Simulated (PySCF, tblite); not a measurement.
Isomers of C7H13ClSi, one GFN2-xTB conformer each. Single-point energies are computed at PBE0/pcSseg-1 (PySCF, gas phase, no added dispersion term), electronic only.

Question: Rank them by PBE0/pcSseg-1 energy, lowest first (kJ/mol).
A. `[SiH3:1][C@@H:2]1[CH2:3][CH2:4][CH2:5]/[C:6](=[CH:7]\[Cl:8])[CH2:9]1` with Si1–C2–C3–C4 178°, C2–C3–C4–C5 58°, C3–C4–C5–C6 -56°, C4–C5–C6–C7 -120°
B. `[CH3:1][CH2:2][CH2:3][C@@H:4]1[CH:5]=[C:6]1[SiH2:7][CH2:8][Cl:9]` with C1–C2–C3–C4 -177°, C2–C3–C4–C5 145°, C5–C6–Si7–C8 -72°, C6–Si7–C8–Cl9 -60°

Answer: A (0.0), B (175.2).

As drawn, the higher has a three-membered ring, which the lower lacks. GFN2-xTB itself gives, in the same order: 0.0, 247.9. Both levels put the same isomer lowest.

Which frontier levels, dipoles and rotational constants go with these structures?

| SMILES | HOMO (eV, PBE0/pcSseg-1) | LUMO (eV) | dipole (D) | A, B, C (MHz) |
| --- | --- | --- | --- | --- |
| [SiH3][C@@H]1CCC/C(=C\Cl)C1 | -6.90 | 0.07 | 1.60 | 2524, 546.3, 475.4 |
| CCC[C@@H]1C=C1[SiH2]CCl | -7.21 | -0.83 | 1.95 | 1229, 864.2, 587.5 |

What happens when harmonic zero-point energies from GFN2-xTB frequencies are added?

| SMILES | ZPE (kJ/mol) | electronic (kJ/mol) | with ZPE (kJ/mol) |
| --- | --- | --- | --- |
| [SiH3][C@@H]1CCC/C(=C\Cl)C1 | 463.7 | 0.0 | 0.0 |
| CCC[C@@H]1C=C1[SiH2]CCl | 458.0 | 175.2 | 169.5 |

The zero-point energies span 5.7 kJ/mol. The order is unchanged.
